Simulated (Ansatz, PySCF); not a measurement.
C₂H₆F₂Si, SMILES CC[SiH](F)F. Atoms are numbered in the order given.

```xyz
11

Si     0.6360    -0.4119     0.0000
F      1.0301     0.4779     1.2938
F      1.0301     0.4779    -1.2938
C     -1.1883    -0.7299     0.0000
C     -2.0354     0.5421     0.0000
H      1.4904    -1.6232     0.0000
H     -1.4152    -1.3575    -0.8803
H     -1.4152    -1.3575     0.8803
H     -3.1110     0.3101     0.0000
H     -1.8263     1.1594    -0.8868
H     -1.8263     1.1594     0.8868
```
Charge 0, spin multiplicity 1.

The structure is a stationary point at PBE0-D3(BJ)/def2-SVP. One conformer was computed; it need not be the lowest.

Vertical ionisation energy (IE) and electron affinity (EA) in eV. Rows of orbital energies are one-electron estimates. Where ΔSCF, EOM or ADC give a negative EA the extra electron is unbound and the value depends on the basis.

| level | IE | EA |
|---|---|---|
| −ε(HOMO), −ε(LUMO), HF/def2-TZVP (PySCF) | … | … |
| −ε(HOMO), −ε(LUMO), PBE/def2-TZVP (PySCF) | 7.49 | 0.05 |
| ΔSCF, CAM-B3LYP/def2-SVPD (Ansatz), final states of multiplicity 2 and 2 | 11.36 | -1.72 |
| ΔSCF, PBE/def2-SVPD (Ansatz), final states of multiplicity 2 and 2 | 10.69 | -1.44 |

Question: Some entries are withheld; supply them. (Estimate from the structure and the level; the computed values follow.)

Answer: 
- −ε(HOMO), −ε(LUMO), HF/def2-TZVP (PySCF), IE: 12.27
- −ε(HOMO), −ε(LUMO), HF/def2-TZVP (PySCF), EA: -3.62

Question: What vertical singlet–triplet gap does ΔSCF give with CAM-B3LYP/def2-SVPD (Ansatz, an electronic-structure program) and with PBE/def2-SVPD (Ansatz)? (Estimate from the structure and the level; the computed values follow.)

Answer: 8.19 and 7.30 eV (triplet above singlet where positive).
